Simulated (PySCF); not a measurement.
B(Cl)2(SiH3) (BCl2H3Si), SMILES [SiH3]B(Cl)Cl. Atoms are numbered in the order given.

```xyz
7

B      0.0515    -0.0501     0.0670
Cl     1.6974    -0.2357    -0.4996
Cl    -0.4031    -0.8313     1.5625
Si    -1.2541     1.0341    -1.0306
H     -2.5688     1.1796    -0.3427
H     -1.4577     0.3481    -2.3417
H     -0.6761     2.3856    -1.2911
```

Geometry optimised at ωB97X-D3(BJ)/def2-SVP.

Computed with TDA-B3LYP/def2-SVPD run with PySCF.

Vertical excitations. Isolated molecule, no solvent.

Q: Give excitation energies, oscillator strengths and character. (An estimate is asked for; the answer gives what the named calculation found.)

A: 
```csv
state,energy (eV),λ (nm),f,main pairs
S1,4.68,265,0.007,HOMO→LUMO 98 %
S2,5.30,234,0.000,HOMO−1→LUMO 98 %
S3,6.36,195,0.005,HOMO−4→LUMO 97 %
S4,6.47,192,0.089,HOMO−2→LUMO 87 %
S5,6.58,188,0.124,HOMO−3→LUMO 90 %
S6,7.28,170,0.060,HOMO→LUMO+1 97 %
S7,7.30,170,0.005,HOMO−6→LUMO 97 %
S8,7.78,159,0.095,"HOMO−5→LUMO 59 %, HOMO→LUMO+2 24 %"
S9,7.83,158,0.067,"HOMO→LUMO+2 51 %, HOMO−5→LUMO 22 %, HOMO−1→LUMO+1 16 %"
S10,8.05,154,0.051,"HOMO−1→LUMO+1 78 %, HOMO→LUMO+2 12 %"
T1,3.92,316,0,HOMO→LUMO 98 %
T2,5.13,242,0,HOMO−1→LUMO 98 %
T3,5.42,229,0,HOMO−2→LUMO 97 %
T4,5.93,209,0,HOMO−3→LUMO 92 %
```
Triplets are in the Tamm–Dancoff approximation.
